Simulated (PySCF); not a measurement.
CH10N2Si2

The system: CH10N2Si2, a small molecule; neutral, singlet. The structure, one conformer, was relaxed in the gas phase by PBE0-D3(BJ)/def2-SVP. No frequency run checks that it is a minimum.

SMILES: CNN([SiH3])[SiH3]

```xyz
15

Si   -0.969   -1.541    0.258
N     0.264   -0.356   -0.125
Si    1.989   -0.394    0.158
N    -0.052    0.851   -0.801
C    -0.903    1.741   -0.046
H    -1.834   -1.186    1.428
H    -0.278   -2.829    0.553
H    -1.870   -1.684   -0.931
H     2.293   -1.644    0.921
H     2.424    0.789    0.960
H     2.754   -0.401   -1.126
H    -0.465    0.633   -1.708
H    -1.104    2.638   -0.651
H    -1.877    1.300    0.254
H    -0.382    2.058    0.870
```
Atoms count from 1 in this order.

Shieldings: GIAO PBE0/pcSseg-1. Shifts are against computed references at the same level: C TMS (σ 184.4 ppm), H TMS (σ 31.27 ppm), Si TMS (σ 352.0 ppm). Core levels by delta-SCF with SCAN, pcX-2 on the ionised atom and pcseg-1 elsewhere, spin-free X2C (2p3/2 is the spin-free 2p value less a third of a first-order spin-orbit splitting); from the vacuum level, for chosen atoms.

Problem. Give the shieldings and core levels atom by atom.

Solution. 
```tsv
atoms	bonded to	σ (ppm)	δ (ppm)	core level (eV)
Si1	1 N + 3 H	402.0	-50.0	2p3/2 106.92
N2	1 N + 2 Si	211.4	-	1s 404.49
Si3	1 N + 3 H	404.4	-52.4	2p3/2 106.80
N4	1 C + 1 N + 1 H	182.2	-	1s 405.75
C5	1 N + 3 H	144.9	39.5	1s 291.55
H6 H7 H8	1 Si	26.54	4.73	-
H9 H10 H11	1 Si	26.67	4.60	-
H12	1 N	29.29	1.98	-
H13 H14 H15	1 C	28.64	2.62	-
```

Values are those of this one static structure, with the three H of a rotating XH3 group averaged; atoms that internal rotation interchanges would show their mean in an NMR spectrum.

Problem. By CAM-B3LYP/def2-SVPD (TDDFT singlets, Tamm-Dancoff triplets, ionisation by delta-SCF), where does absorption start, and what does vertical ionisation take?

Solution. The lowest singlet lies at 6.11 eV (f 0.003), the strongest of the first 6 at 6.98 eV (f 0.036), the lowest triplet at 5.88 eV; vertical ionisation takes 9.02 eV.

The 3 runs behind this took 2.4 min in all, one thread each of Arm Neoverse V2 on a shared host, launched as `OMP_NUM_THREADS=1 python cluster_run.py task.json out`.
